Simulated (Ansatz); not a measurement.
```yaml
crystal:
  periodic: [false, false, false]
  atoms:
    - {symbol: O, position_ang: [3.081473, 0.653464, 1.311591]}
    - {symbol: B, position_ang: [2.509164, 0.549542, 0.061584]}
    - {symbol: O, position_ang: [3.202954, 0.752020, -1.110800]}
    - {symbol: C, position_ang: [0.964003, 0.192657, -0.011045]}
    - {symbol: C, position_ang: [0.669310, -1.092375, 0.811733]}
    - {symbol: C, position_ang: [-0.838269, -1.412453, 0.795852]}
    - {symbol: C, position_ang: [-1.303821, -1.624698, -0.657966]}
    - {symbol: C, position_ang: [-1.040616, -0.345416, -1.476528]}
    - {symbol: C, position_ang: [-1.821137, 0.829037, -0.854078]}
    - {symbol: C, position_ang: [-1.356825, 1.044904, 0.599476]}
    - {symbol: C, position_ang: [-1.616902, -0.235904, 1.416573]}
    - {symbol: C, position_ang: [0.151254, 1.363342, 0.615298]}
    - {symbol: C, position_ang: [0.466945, -0.025753, -1.460809]}
    - {symbol: H, position_ang: [4.026048, 0.888743, 1.308965]}
    - {symbol: H, position_ang: [4.141526, 0.980783, -0.989715]}
    - {symbol: H, position_ang: [1.022925, -0.959677, 1.856210]}
    - {symbol: H, position_ang: [1.239105, -1.949409, 0.388355]}
    - {symbol: H, position_ang: [-1.025212, -2.335546, 1.386597]}
    - {symbol: H, position_ang: [-2.386294, -1.878877, -0.680292]}
    - {symbol: H, position_ang: [-0.762052, -2.484130, -1.110026]}
    - {symbol: H, position_ang: [-1.375058, -0.499512, -2.525434]}
    - {symbol: H, position_ang: [-1.655525, 1.754014, -1.448558]}
    - {symbol: H, position_ang: [-2.913300, 0.620868, -0.879796]}
    - {symbol: H, position_ang: [-1.916760, 1.893884, 1.048707]}
    - {symbol: H, position_ang: [-1.302154, -0.085177, 2.472207]}
    - {symbol: H, position_ang: [-2.705226, -0.463875, 1.433759]}
    - {symbol: H, position_ang: [0.493306, 1.543425, 1.656930]}
    - {symbol: H, position_ang: [0.342289, 2.301080, 0.047277]}
    - {symbol: H, position_ang: [0.672247, 0.879390, -2.071502]}
    - {symbol: H, position_ang: [1.036562, -0.854342, -1.934566]}
basis:
  gaussian: {orbitals: def2-TZVP}
magnetization: {spin_polarized: true, initial_magnetization: 2}
hamiltonian: {xc: pbe0, dispersion: d4}
scf: {omitted_lower_state_checks: [starts]}
output: {orbitals: {seedname: orbitals}}
```

```sh
$ ansatz run in.yaml --threads 4 --pin off --events-out ev --progress --plain --max-ram 6963MiB
```

(1) Does this run fit into the memory that it is given?

## Answers

(1) No. It has 505 basis functions, and Ansatz plans for 8 GiB where 7 GiB are given.
